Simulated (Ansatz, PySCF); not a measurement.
The pair A = C2H2 (SMILES C#C) (first 4 atoms), B = H4OSi (SMILES O[SiH3]); geometry from B3LYP-D3(BJ)/def2-TZVP.
(charge 0, multiplicity 1):
```json
[
 {"atom": "C", "x (Å)": "-0.1462", "y (Å)": "-0.0704", "z (Å)": "0.1070"},
 {"atom": "C", "x (Å)": "-1.2130", "y (Å)": "-0.4562", "z (Å)": "0.4912"},
 {"atom": "H", "x (Å)": "0.7993", "y (Å)": "0.2748", "z (Å)": "-0.2365"},
 {"atom": "H", "x (Å)": "-2.1626", "y (Å)": "-0.7955", "z (Å)": "0.8292"},
 {"atom": "O", "x (Å)": "0.6049", "y (Å)": "-0.9475", "z (Å)": "3.1967"},
 {"atom": "Si", "x (Å)": "0.4191", "y (Å)": "0.4317", "z (Å)": "4.0806"},
 {"atom": "H", "x (Å)": "0.2757", "y (Å)": "-0.9300", "z (Å)": "2.2897"},
 {"atom": "H", "x (Å)": "1.1296", "y (Å)": "1.5825", "z (Å)": "3.4668"},
 {"atom": "H", "x (Å)": "0.9921", "y (Å)": "0.1508", "z (Å)": "5.4127"},
 {"atom": "H", "x (Å)": "-1.0104", "y (Å)": "0.8086", "z (Å)": "4.2240"}
]
```

Frozen-core correlation. CBS(a, b) extrapolates the correlation energy as X⁻³ and adds the Hartree–Fock energy of set b. MP2 and its Hartree–Fock in aug-cc-pV(T+d)Z are density fitted.

Codes used: Ansatz (an electronic-structure program); PySCF for the dispersion terms. Values without a source in brackets are computed.

The monomers are drawn apart, rigid, along the line of their centres of mass. Counterpoise-corrected interaction energies (kcal/mol):

```
level                                                                 R = 4.616 Å  R = 5.569 Å
--------------------------------------------------------------------  -----------  -----------
PBE/def2-TZVPPD                                                           -1.5825      -0.6013
PBE-D3(BJ)/def2-TZVPPD                                                    -2.0828      -0.7790
wB97M-V/def2-TZVPPD                                                       -1.8358      -0.7248
MP2/CBS(aug-cc-pV(D+d)Z, aug-cc-pV(T+d)Z) + ΔCCSD(T)/aug-cc-pV(D+d)Z      -1.7894      -0.6873
```

Question: R is the distance of the centres of mass. Find the local exponent m of E ∝ R⁻ᵐ between the two points.

Answer: 
m = ln(E₁/E₂)/ln(R₂/R₁): PBE/def2-TZVPPD 5.2; PBE-D3(BJ)/def2-TZVPPD 5.2; wB97M-V/def2-TZVPPD 5.0; MP2/CBS(aug-cc-pV(D+d)Z, aug-cc-pV(T+d)Z) + ΔCCSD(T)/aug-cc-pV(D+d)Z 5.1. For scale, two fixed dipoles give m = 3, dipole and quadrupole 4, quadrupoles 5, and dispersion or dipole-induced dipole 6 at long range; at these distances several terms mix, and what is left of overlap and damping shifts m, so it need not match one of them.
